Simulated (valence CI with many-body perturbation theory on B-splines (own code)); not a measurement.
# Energy levels of Dy XVII

Calculated by relativistic CI+MBPT: four valence electrons over a frozen Dirac-Fock core [Kr] 4d10, a basis of 7 s, 7 p, 7 d, 7 f, 4 g, 2 h functions for each j, with the one-electron correlation potential Σ1, the two-electron term Σ2, the three-electron term Σ3, Breit, model QED; selected CI, second order for the rest, scaled by the run's own slope (own B-spline code, finite nucleus).

No measured levels were compared; by estimate terms of the open shell hold to a few per cent of their energy, and close levels can change places.

Levels 1 to 45 of 195, with energies above the lowest level, 4f⁴ ⁵I_4. "Leading %" is the weight of the configuration and term that name the level; weights of strongly mixed levels are sums over their largest components and can fall short. In the jj column 3d3/2^4 stands for four electrons in 3d with j = 3/2.

```csv
No.,Configuration,Term,J,E (cm⁻¹),Leading %,g,Second component,Leading jj
1,4f⁴,⁵I,4,0.0,94,0.611,6 % 4f⁴ ³H,4f5/2^4 (40 %)
2,4f⁴,⁵I,5,4436,97,0.902,,4f5/2^3 4f7/2 (68 %)
3,4f⁴,⁵I,6,8955,97,1.067,,4f5/2^2 4f7/2^2 (70 %)
4,4f⁴,⁵I,7,13399,94,1.169,5 % 4f⁴ ³K,4f5/2^2 4f7/2^2 (47 %)
5,4f⁴,⁵I,8,17710,89,1.235,10 % 4f⁴ ³K,4f5/2 4f7/2^3 (41 %)
6,4f⁴,⁵F,1,24743,91,0.047,9 % 4f⁴ ³D,4f5/2^3 4f7/2 (77 %)
7,4f⁴,⁵F,2,25313,80,1.019,10 % 4f⁴ ³D,4f5/2^2 4f7/2^2 (41 %)
8,4f⁴,⁵F,3,28042,89,1.225,5 % 4f⁴ ³F,4f5/2^3 4f7/2 (60 %)
9,4f⁴,⁵F,4,29352,52,1.177,19 % 4f⁴ ³G,4f5/2^3 4f7/2 (37 %)
10,4f⁴,⁵S,2,29463,84,1.895,11 % 4f⁴ ³P,4f5/2^2 4f7/2^2 (46 %)
11,4f⁴,³K,6,31975,96,0.863,,4f5/2^2 4f7/2^2 (49 %)
12,4f⁴,⁵F,5,33897,74,1.338,16 % 4f⁴ ³G,4f5/2^2 4f7/2^2 (50 %)
13,4f⁴,⁵G,2,34039,83,0.408,13 % 4f⁴ ³F,4f5/2^3 4f7/2 (50 %)
14,4f⁴,⁵F,4,34207,41,1.083,34 % 4f⁴ ³H,4f5/2^2 4f7/2^2 (60 %)
15,4f⁴,³K,7,34739,64,0.983,29 % 4f⁴ ³L,4f5/2^3 4f7/2 (58 %)
16,4f⁴,⁵G,3,35236,65,0.885,28 % 4f⁴ ³G,4f5/2^3 4f7/2 (89 %)
17,4f⁴,³K,8,38131,43,1.061,23 % 4f⁴ ³L,4f5/2^3 4f7/2 (64 %)
18,4f⁴,³H,5,40370,44,1.170,25 % 4f⁴ ⁵G,4f5/2^2 4f7/2^2 (42 %)
19,4f⁴,⁵G,4,41299,71,1.061,23 % 4f⁴ ³H,4f5/2^2 4f7/2^2 (76 %)
20,4f⁴,³G,3,43118,65,0.823,27 % 4f⁴ ⁵G,4f5/2^2 4f7/2^2 (74 %)
21,4f⁴,³D,2,43862,47,1.190,15 % 4f⁴ ³P,4f5/2^2 4f7/2^2 (45 %)
22,4f⁴,⁵G,5,46270,63,1.177,34 % 4f⁴ ³H,4f5/2 4f7/2^3 (47 %)
23,4f⁴,³L,7,46293,69,0.919,29 % 4f⁴ ³K,4f5/2^2 4f7/2^2 (47 %)
24,4f⁴,³P,1,46858,54,1.018,39 % 4f⁴ ³D,4f5/2^2 4f7/2^2 (74 %)
25,4f⁴,⁵G,6,47071,59,1.260,38 % 4f⁴ ³H,4f5/2 4f7/2^3 (48 %)
26,4f⁴,³M,8,48614,39,1.005,33 % 4f⁴ ³K,4f5/2^2 4f7/2^2 (58 %)
27,4f⁴,³L,8,49039,42,0.980,33 % 4f⁴ ¹L,4f5/2^2 4f7/2^2 (83 %)
28,4f⁴,³L,9,49752,61,1.070,39 % 4f⁴ ³M,4f5/2^2 4f7/2^2 (86 %)
29,4f⁴,¹D,2,50346,42,1.021,33 % 4f⁴ ³F,4f5/2^3 4f7/2 (47 %)
30,4f⁴,³P,0,50457,100,,,4f5/2^2 4f7/2^2 (90 %)
31,4f⁴,³G,4,50634,29,1.091,27 % 4f⁴ ³F,4f5/2 4f7/2^3 (59 %)
32,4f⁴,³D,3,50805,72,1.283,18 % 4f⁴ ³F,4f5/2^2 4f7/2^2 (70 %)
33,4f⁴,³H,6,51302,56,1.217,37 % 4f⁴ ⁵G,4f5/2 4f7/2^3 (45 %)
34,4f⁴,³F,4,53247,43,1.150,40 % 4f⁴ ³G,4f5/2^2 4f7/2^2 (65 %)
35,4f⁴,³I,5,54164,65,0.910,18 % 4f⁴ ¹H,4f5/2^3 4f7/2 (55 %)
36,4f⁴,³F,2,56630,70,0.714,10 % 4f⁴ ¹D,4f5/2^2 4f7/2^2 (74 %)
37,4f⁴,³D,1,57193,47,0.979,45 % 4f⁴ ³P,4f5/2 4f7/2^3 (85 %)
38,4f⁴,³G,5,57812,62,1.130,18 % 4f⁴ ³I,4f5/2 4f7/2^3 (46 %)
39,4f⁴,⁵D,0,58403,92,,7 % 4f⁴ ³P,4f5/2^2 4f7/2^2 (55 %)
40,4f⁴,³F,2,58446,42,1.121,40 % 4f⁴ ³P,4f5/2 4f7/2^3 (67 %)
41,4f⁴,³I,6,58482,81,1.038,12 % 4f⁴ ³H,4f5/2^2 4f7/2^2 (52 %)
42,4f⁴,³M,9,58576,61,1.049,39 % 4f⁴ ³L,4f5/2 4f7/2^3 (86 %)
43,4f⁴,³M,10,58785,97,1.095,,4f5/2 4f7/2^3 (54 %)
44,4f⁴,³I,7,59323,87,1.123,10 % 4f⁴ ¹K,4f5/2^2 4f7/2^2 (57 %)
45,4f⁴,³F,3,59327,73,1.140,17 % 4f⁴ ³D,4f5/2 4f7/2^3 (72 %)
```

Names give the largest LS component (configuration and term), which can be under half, so a name can repeat, a term be missing and a line seem to break the LS rules; names also repeat where a configuration has a term twice.

Where two levels of one J and parity lie close, their mixing, g and order are uncertain.

The ionisation energy to 4f³ ⁴I°9/2 of the next ion comes out as 357.33 eV (NIST: 366 ± 19 eV (theoretical)). All 195 levels together are meant to be complete up to 291530 cm⁻¹.
